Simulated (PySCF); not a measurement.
An unknown shows these calculated signals:

¹H NMR (400 MHz, computed): δ 6.06 (m, 1H), 5.52 (m, 1H), 5.52 (m, 1H), 3.15 (d, 2H).

¹³C{¹H} NMR (computed): δ 139.1 (CH), 126.8 (CH2), 114.5 (C), 75.2 (C), 28.5 (CH2).

- geometry: GFN2-xTB
- NMR shieldings at PBE0/pcSseg-1/GIAO
- run in PySCF 2.14
- single conformer, no solvent, averaged over atoms made equivalent by symmetry, fast rotation or ring inversion, no relativistic terms

Referencing at the same level of theory: ¹H (σref 31.72), ¹³C (σref 186.93) vs TMS.

Which of these does the molecule contain: a non-aromatic C=C double bond, an N-methyl group, a tert-butyl group, a C≡C triple bond, a vinyl group CH=CH2, a ketone?

## Answers


- A non-aromatic C=C double bond: yes.
- An N-methyl group: no.
- A tert-butyl group: no.
- A C≡C triple bond: yes (δC 114.5, 75.2).
- A vinyl group CH=CH2: yes (δC 126.8, 139.1; δH 5.52 (m), 5.52 (m), 6.06 (m)).
- A ketone: no.

The data belong to SMILES C=CCC#C[Si](F)(F)F, C$_{5}$H$_{5}$F$_{3}$Si; they needn't prove each group on their own.

Carbon signals by region: 3 in the sp2 and nitrile region (100–160 ppm), 1 at 50–100 ppm, 1 below 50 ppm.

Splittings by ¹⁹F in the carbon and heteronuclear signals aren't shown, as no couplings were computed. Shifts are as computed. Against solution values, carbons near 30 ppm lie about +3 ppm off and those near 130 ppm about +5 ppm. Of 1211 compounds with measured shifts, 218 miss one by over three times the rms of a fit or turn the order of signals round; such compounds aren't used in these exercises. No couplings were computed; multiplicities are counted from neighbouring protons, with m where these are inequivalent, close in shift, in a saturated or five-membered ring or joined by F or P, and br s for small geminal =CH2 splittings.
